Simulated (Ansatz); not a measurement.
Reaction (cleavage of the Si–Si bond): `[F][GeH2][SiH2][SiH3]` + `NB(O)Cl` → `NB(Cl)O[SiH3]` + `[F][GeH2][SiH3]`

Isolated molecules relaxed with PBE0-D4/def2-TZVP in Ansatz; ΔE leaves out vibrations. CCSD(T)/CBS adds triple-zeta CCSD(T) − MP2 to the extrapolated MP2 energy (def2 sets, frozen cores). Functionals use def2-TZVPP. B3LYP here is the variant with VWN-RPA as its local correlation; programs differ in this. For Ge outer-core shells are correlated without core-valence functions, which leaves a few kJ/mol of doubt a bond. Scalar relativity is left out up to krypton. Each species was taken in one conformer, which may not be the lowest.

| level | ΔE (kJ/mol) | difference from CCSD(T)/CBS |
| --- | --- | --- |
| PBE-D4 | -46.2 | 25.9 |
| r2SCAN-D4 | -63.7 | 8.4 |
| PBE0-D4 | -53.4 | 18.7 |
| ωB97X-V | -69.8 | 2.3 |
| B2PLYP | -76.9 | -4.8 |
| PBE | -46.9 | 25.2 |
| PBE0 | -54.1 | 18.0 |
| B3LYP | -73.9 | -1.8 |
| MP2/def2-TZVPP | -77.3 | -5.2 |
| SCS-MP2/def2-TZVPP | -83.1 | -11.0 |
| CCSD/def2-TZVPP | -75.3 | -3.2 |
| CCSD(T)/def2-TZVPP | -71.7 | 0.4 |
| HF/def2-QZVPP | -101.4 | -29.3 |
| SCS-MP2/def2-QZVPP | -84.1 | -12.0 |
| HF/CBS(def2) | -101.8 | -29.7 |
| CCSD/CBS(def2) | -75.6 | -3.5 |
| CCSD(T)/CBS | -72.1 | 0 |

Largest T1 diagnostic among the species: 0.013.

From PBE to PBE0 (25 % exact exchange), in def2-TZVPP and without D4, ΔE moves by −7.2 kJ/mol. In def2-TZVPP, CCSD(T) changes the Hartree–Fock value by +26.9 kJ/mol (the triples alone add +3.6 kJ/mol) and MP2 by +21.3 kJ/mol.
